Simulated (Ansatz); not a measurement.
AlCl3. Charge 0, multiplicity 1. Geometry B3LYP-D4/def2-TZVP; atoms count from 1.

```xyz
4

Al    1.0450    0.7440   -0.4533
Cl   -2.8386   -1.5121    0.1398
Cl    2.6606    0.9588    0.8542
Cl   -0.8669   -0.1908   -0.5407
```

The restricted singlet is unstable towards broken spin symmetry in Hartree–Fock (as tested in another run); at PBE0-D4/def2-TZVP this wasn't settled. In the singlet, Cl2 and Cl4 lie 2.47 Å apart (atoms count from 1), so these atoms are partly bonded to each other. Another isomer (singlet) lies 4.81 eV lower at PBE0-D4/def2-TZVP; other spin states weren't run for this one.

Question: Estimate the Mulliken populations from the PBE0/def2-TZVP orbitals of Ansatz.

Answer: 
```tsv
atom	charge (e)
Al1	0.52
Cl2	-0.38
Cl3	-0.16
Cl4	0.01
```
Mulliken values and Mayer orders depend strongly on the basis.

Question: And the Mayer bond orders between bonded heavy atoms (over 0.3)?

Answer: Al1–Cl3 1.26 (2.09 Å); Al1–Cl4 1.32 (2.13 Å); Cl2–Cl4 0.36 (2.47 Å). Values over 0.3 also appear between atoms too far apart for a bond (Al1–Cl2 0.48 at 4.53 Å); they arise where an orbital or an unpaired electron spreads over both atoms.
